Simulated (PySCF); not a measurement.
C3H9NOSi.
Numbering: `[CH3:1][N:2]([CH3:3])[C:4](=[O:5])[SiH3:6]` (hydrogens: H7, H8, H9 on C1; H10, H11, H12 on C3; H13, H14, H15 on Si6)

Computed, not measured: PBE0-D3(BJ)/def2-SVP geometry optimisation, gas phase in PySCF 2.14.0.

Q: What internal coordinates does the optimisation give?

A: 
| bond | length (bohr) | order |
| --- | --- | --- |
| C1–N2 | 2.712 | single |
| N2–C3 | 2.725 | single |
| N2–C4 | 2.582 | single |
| C4=O5 | 2.305 | double |
| C4–Si6 | 3.660 | single |
| C1–H7, C1–H8, C1–H9 | 2.083 | single |
| C3–H10, C3–H11, C3–H12 | 2.081 | single |
| Si6–H13 | 2.809 | single |
| Si6–H14, Si6–H15 | 2.829 | single |

Bonds in one row agree within 0.02 bohr and their mean is given. Orders are formal, as drawn. A selection of angles:
| angle | degrees |
| --- | --- |
| N2–C1–H7 | 111.3 |
| H7–C1–H8 | 107.9 |
| C1–N2–C3 | 117.0 |
| C1–N2–C4 | 123.8 |
| C3–N2–C4 | 119.2 |
| N2–C3–H10 | 107.9 |
| N2–C3–H11 | 111.0 |
| H10–C3–H11 | 109.3 |
| H11–C3–H12 | 108.3 |
| N2–C4–O5 | 122.7 |
| N2–C4–Si6 | 120.3 |
| O5–C4–Si6 | 117.0 |
| C4–Si6–H13 | 106.0 |
| C4–Si6–H14 | 112.0 |
| H13–Si6–H14 | 109.9 |
| H14–Si6–H15 | 107.8 |

Dihedral angles: C1–N2–C4–O5 179° (antiperiplanar).

N2 (nitrogen bound to a carbonyl carbon) is planar (angles 123.8°, 119.2° and 117.0°, sum 360.0°, 0.01 Å off the plane of its three neighbours). Si6 (SiH3 silicon) is tetrahedral (angles from 106.0° to 112.0°). The 6 heavy atoms lie in one plane (0.005 Å rms). Of the pairs four or more bonds apart, Si6···H9 is among the closest relative to their van der Waals radii: 2.54 Å, 77 % of the sum of Bondi's values. The C–N distances run from 1.367 Å (N2–C4, drawn single) to 1.442 Å (N2–C3, drawn single), a spread of 0.075 Å.

Not checked by PBE0-D3(BJ)/def2-SVP frequencies. One conformer, not necessarily the lowest.
